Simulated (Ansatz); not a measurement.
Consider the substitution at a C–O bond: `COCC=O` + `[SH][Cd][Cl]` → `C[S][Cd][Cl]` + `O=CCO`.

Gas-phase electronic energies from Ansatz, PBE0-D4/def2-TZVP geometries. CBS: MP2 limit from def2 TZ/QZ plus the TZ coupled-cluster correction, frozen cores. DFT in def2-TZVPP. B3LYP here is the variant with VWN-RPA as its local correlation; programs differ in this. Elements past krypton have def2 core potentials. For Cd outer-core shells are correlated without core-valence functions, which leaves a few kJ/mol of doubt a bond. One conformer a species, not always the lowest.

Problem. Is it downhill or uphill in electronic energy at CCSD(T)/CBS, and by how much? (Best estimate.)

Solution. The calculation gave: Downhill: ΔE = -7.5 kcal/mol.

Problem. What do these levels give: LDA (SPW92), PBE-D4, r2SCAN-D4, r2SCAN0-D4, ωB97M-V, B2PLYP, r2SCAN, B3LYP, HF/def2-TZVPP, SCS-MP2/def2-TZVPP, HF/CBS(def2), MP2/CBS(def2)? (An estimate is asked.)

Solution. The calculation gave: LDA (SPW92) -9.0, PBE-D4 -9.0, r2SCAN-D4 -8.1, r2SCAN0-D4 -7.8, ωB97M-V -6.8, B2PLYP -7.0, r2SCAN -8.1, B3LYP -6.8, HF/def2-TZVPP -3.5, SCS-MP2/def2-TZVPP -6.5, HF/CBS(def2) -3.5, MP2/CBS(def2) -9.1 kcal/mol.

Largest T1 diagnostic among the species: 0.014.

Leaving LDA and LC-ωPBE aside and taking each functional with its dispersion term where it has one, the values, not all of them listed here, spread over 3.1 kcal/mol, from revPBE-D4 to CAM-B3LYP-D4. From BLYP to BHLYP (50 % exact exchange), in def2-TZVPP and without D4, ΔE moves by +1.5 kcal/mol. In def2-TZVPP, CCSD(T) changes the Hartree–Fock value by −2.8 kcal/mol (the triples alone add −0.6 kcal/mol) and MP2 by −4.5 kcal/mol.
